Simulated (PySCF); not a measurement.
Species: C4H8F3NSi.
Numbering: `[F:1][C:2]([F:3])([F:4])[Si@@H:5]1[CH2:6][CH2:7][CH2:8][NH:9]1`

Structure used (GFN2-xTB), in Å, numbered top down from 1:
```xyz
17
C4H8F3NSi angstrom
F      2.496    1.553   -0.080
C      2.503    0.233    0.184
F      3.378   -0.318   -0.681
F      3.067    0.102    1.404
Si     0.761   -0.616    0.111
C     -0.374   -0.143   -1.325
C     -1.737   -0.201   -0.636
C     -1.609    0.409    0.762
N     -0.262    0.140    1.241
H      1.061   -2.049    0.237
H     -0.175    0.865   -1.687
H     -0.346   -0.812   -2.180
H     -2.032   -1.246   -0.537
H     -2.506    0.317   -1.210
H     -2.353   -0.022    1.439
H     -1.770    1.492    0.726
H     -0.109    0.308    2.221
```

NICS is the negative of the GIAO shielding at a point without a nucleus: at the ring centre (0) and 1 Å above and below it (1); zz is the component along the ring normal. Level: GIAO PBE0/pcSseg-1 (PySCF, non-relativistic, gas phase) on the GFN2-xTB geometry, one conformer.

Ring bond lengths (Å), with Mayer bond orders in brackets: Si5–C6 1.890 (0.92), C6–C7 1.529 (1.03), C7–C8 1.531 (1.03), C8–N9 1.454 (0.95), N9–Si5 1.701 (1.05).

Question: Give the NICS values of each ring in ppm.

Answer: 
```
           ring                                                    type  NICS(0)  NICS(1), two faces  NICS(1)zz, two faces  rms pucker (Å)  centre to ring atoms, mean (Å)
Si5–C6–C7–C8–N9  5-membered ring with N and Si; formal bonds all single     -6.9         -3.7 / -3.4           -3.7 / -2.5            0.19                            1.35
```

Question: What do they say, and how far can they be read as aromaticity?

Answer: 
- Si5–C6–C7–C8–N9: mean NICS(1)zz -3.1 ppm, shielded. Si5, C6, C7, C8 have four or more neighbours, so the value isn't read as a sign of a π ring current.

Question: What are the shieldings of the ring atoms and their hydrogens in the same run (means over atoms taken as equivalent)?

Answer: 
```json
{"atoms": "Si5", "environment": "SiH silicon", "σ isotropic (ppm)": "367.3", "principal values of the symmetric part, first atom (ppm)": "323.0, 369.9, 408.8"}
{"atoms": "C6", "environment": "sp3 carbon bound to silicon", "σ isotropic (ppm)": "176.1", "principal values of the symmetric part, first atom (ppm)": "164.0, 175.8, 188.5"}
{"atoms": "C7", "environment": "ring CH2 carbon", "σ isotropic (ppm)": "159.9", "principal values of the symmetric part, first atom (ppm)": "139.1, 165.7, 174.8"}
{"atoms": "C8", "environment": "sp3 carbon bound to nitrogen", "σ isotropic (ppm)": "138.9", "principal values of the symmetric part, first atom (ppm)": "116.3, 133.1, 167.2"}
{"atoms": "N9", "environment": "silicon-bound nitrogen", "σ isotropic (ppm)": "240.2", "principal values of the symmetric part, first atom (ppm)": "193.5, 227.0, 300.1"}
{"atoms": "H10", "environment": "Si–H hydrogen", "σ isotropic (ppm)": "26.71", "principal values of the symmetric part, first atom (ppm)": "22.9, 24.6, 32.7"}
{"atoms": "H11", "environment": "methylene hydrogen", "σ isotropic (ppm)": "30.60", "principal values of the symmetric part, first atom (ppm)": "26.0, 28.4, 37.5"}
{"atoms": "H12", "environment": "methylene hydrogen", "σ isotropic (ppm)": "30.79", "principal values of the symmetric part, first atom (ppm)": "25.9, 28.1, 38.4"}
{"atoms": "H13", "environment": "methylene hydrogen", "σ isotropic (ppm)": "29.97", "principal values of the symmetric part, first atom (ppm)": "25.0, 27.9, 37.0"}
{"atoms": "H14", "environment": "methylene hydrogen", "σ isotropic (ppm)": "29.52", "principal values of the symmetric part, first atom (ppm)": "24.5, 27.0, 37.1"}
{"atoms": "H15", "environment": "methylene hydrogen", "σ isotropic (ppm)": "28.35", "principal values of the symmetric part, first atom (ppm)": "23.2, 26.6, 35.3"}
{"atoms": "H16", "environment": "methylene hydrogen", "σ isotropic (ppm)": "28.30", "principal values of the symmetric part, first atom (ppm)": "22.8, 26.5, 35.6"}
{"atoms": "H17", "environment": "N–H hydrogen", "σ isotropic (ppm)": "31.07", "principal values of the symmetric part, first atom (ppm)": "21.3, 28.8, 43.2"}
```
